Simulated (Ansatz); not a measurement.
System: C₃H₉Ge (charge 0, doublet). It need not be the lowest isomer of its formula. 
Coordinates optimised at B3LYP-D3(BJ)/def2-TZVP (Ansatz, a quantum-chemistry and plane-wave program):
```xyz
13

C      1.7644    -0.2080    -0.6727
Ge     0.0895     0.0467     0.2605
C     -0.8971     1.5801    -0.4958
C     -1.0092    -1.5772     0.0980
H      2.6758     0.3051    -0.3893
H      1.8469    -0.8550    -1.5389
H      0.3921     0.3411     1.7489
H     -1.1232     1.3961    -1.5462
H     -1.8329     1.7247     0.0452
H     -0.3041     2.4911    -0.4211
H     -0.5003    -2.4327     0.5409
H     -1.9662    -1.4408     0.6020
H     -1.2001    -1.7924    -0.9542
```
Charge 0, spin multiplicity 2.

Basis-set convergence of Hartree-Fock and CCSD correlation energies (hartree) with Ansatz. Cores are frozen in the correlated levels unless marked. Open shells are spin-unrestricted. No spin-orbit coupling. The frozen core is the preceding noble-gas configuration, with the filled d and f shells of earlier blocks. No relativistic terms.

```csv
basis,functions,E(HF),"E(corr, CCSD)"
cc-pVDZ,114,-2194.14718,-0.57388
cc-pVTZ,259,-2194.25972,-0.68329
cc-pVQZ,503,-2194.27101,-0.71519
```

Extrapolating the two largest sets (X = 3 and 4) as X^-3: E(corr) = (64·(-0.71519) - 27·(-0.68329))/37 = -0.7385 Eh, an estimate of the basis-set limit. The largest set recovers 96.8 % of it, the smallest 77.7 %.
